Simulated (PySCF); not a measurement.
Match the calculated data to a structure.

All candidates are CH14OSi5.

* 13C NMR: chemical shifts (computed TMS as zero) by class: -0.2 (1 C) ppm [GIAO PBE0/pcSseg-1]
* Dipole: 0.65 D [PBE0/pcSseg-1]
* 1H NMR: chemical shifts (computed TMS as zero) by class: 5.81 (1 H), 5.08 (3 H), 3.86 (3 H), 3.63 (3 H), 3.48 (1 H), 3.26 (1 H), 0.56 (1 H), 0.33 (1 H) ppm [GIAO PBE0/pcSseg-1]
* NMR, other nuclei: isotropic shieldings of nuclei other than C and H, by class: 311 (1 O), 350 (1 Si), 395 (1 Si), 430 (1 Si), 469 (1 Si), 485 (1 Si) ppm [GIAO PBE0/pcSseg-1]
* Rotational structure: rotational constants A, B, C: 0.879, 0.695, 0.475 GHz [GFN2-xTB]

Electronic properties: PySCF, gas phase, density fitting. Levels stand in brackets. One conformer (not necessarily the lowest) at the GFN2-xTB geometry, without solvent, vibrations or thermal averaging. GFN2-xTB frequencies show an imaginary mode (22i cm⁻¹), so this geometry is no minimum at that level. Each NMR value is the plain mean over a class of atoms that symmetry, rotation or inversion makes alike.

Task: Which candidate is it?
A. `[SiH3]C[Si@H](O[SiH3])[SiH2][SiH3]`
B. `[SiH3]OC[Si@H]([SiH3])[SiH2][SiH3]`
C. `C[Si]([SiH3])([SiH3])[SiH2][SiH2]O`
D. `[SiH3]CO[SiH2][SiH2][SiH2][SiH3]`

Result: A. It is `[SiH3]C[Si@H](O[SiH3])[SiH2][SiH3]`. Numbering: `[SiH3:1][CH2:2][Si@H:3]([O:4][SiH3:5])[SiH2:6][SiH3:7]`. Its formula, CH14OSi5, gives 0 degrees of unsaturation, so no ring and no π bond. The one carbon: sp3 carbon bound to silicon [C2] (-0.2 ppm). Hydrogen classes from least to most shielded: 1 H on an oxygen-bound silicon, Si3 (5.81 ppm), 3 H on an oxygen-bound silicon, Si5 (5.08 ppm), 3 H on an SiH3 silicon, Si1 (3.86 ppm), 3 H on an SiH3 silicon, Si7 (3.63 ppm), 1 H on an SiH2 silicon, Si6 (3.48 ppm), 1 H on an SiH2 silicon, Si6 (3.26 ppm), 1 H on an sp3 carbon bound to silicon, C2 (0.56 ppm), 1 H on an sp3 carbon bound to silicon, C2 (0.33 ppm). The other shieldings belong to: 311 ppm, siloxane oxygen [O4]; 350 ppm, oxygen-bound silicon [Si3]; 395 ppm, oxygen-bound silicon [Si5]; 430 ppm, SiH3 silicon [Si1]; 469 ppm, SiH3 silicon [Si7]; 485 ppm, SiH2 silicon [Si6]. The optimised geometry has point group C1 and is an asymmetric top.

The others, at the same levels:
- `[SiH3]CO[SiH2][SiH2][SiH2][SiH3]` fails: its computed 13C shifts are 57.0 (1 C) ppm, 1H shifts are 5.27 (2 H), 3.92 (3 H), 3.75 (2 H), 3.58 (2 H), 3.57 (3 H), 3.48 (2 H) ppm and rotational constant A is 0.968 GHz (against 0.879 GHz).
- `C[Si]([SiH3])([SiH3])[SiH2][SiH2]O` fails: its computed 1H shifts are 5.50 (2 H), 3.66 (2 H), 3.61 (6 H), 0.40 (3 H), 0.34 (1 H) ppm, rotational constant A is 1.065 GHz (against 0.879 GHz) and smallest rotational constant is 0.615 GHz (against 0.475 GHz).
- `[SiH3]OC[Si@H]([SiH3])[SiH2][SiH3]` fails: its computed 13C shifts are 57.7 (1 C) ppm, 1H shifts are 4.82 (3 H), 4.22 (1 H), 3.85 (1 H), 3.74 (1 H), 3.63 (1 H), 3.60 (3 H), 3.58 (3 H), 3.43 (1 H) ppm and smallest rotational constant is 0.531 GHz (against 0.475 GHz).

Each candidate is one conformer, not necessarily the lowest. The conformers computed, where there is a choice (atom-mapped SMILES and torsion angles):
- `[SiH3:1][CH2:2][Si@H:3]([O:4][SiH3:5])[SiH2:6][SiH3:7]`: Si1–C2–Si3–O4 -179°, C2–Si3–O4–Si5 -56°, C2–Si3–Si6–Si7 46°
- `[SiH3:1][CH2:2][O:3][SiH2:4][SiH2:5][SiH2:6][SiH3:7]`: Si1–C2–O3–Si4 -159°, C2–O3–Si4–Si5 180°, O3–Si4–Si5–Si6 20°, Si4–Si5–Si6–Si7 48°
- `[CH3:1][Si:2]([SiH3:3])([SiH3:4])[SiH2:5][SiH2:6][OH:7]`: C1–Si2–Si5–Si6 173°, Si2–Si5–Si6–O7 1°, H–O7–Si6–Si5 180°
- `[SiH3:1][O:2][CH2:3][Si@H:4]([SiH3:5])[SiH2:6][SiH3:7]`: Si1–O2–C3–Si4 -171°, O2–C3–Si4–Si5 66°, C3–Si4–Si6–Si7 58°
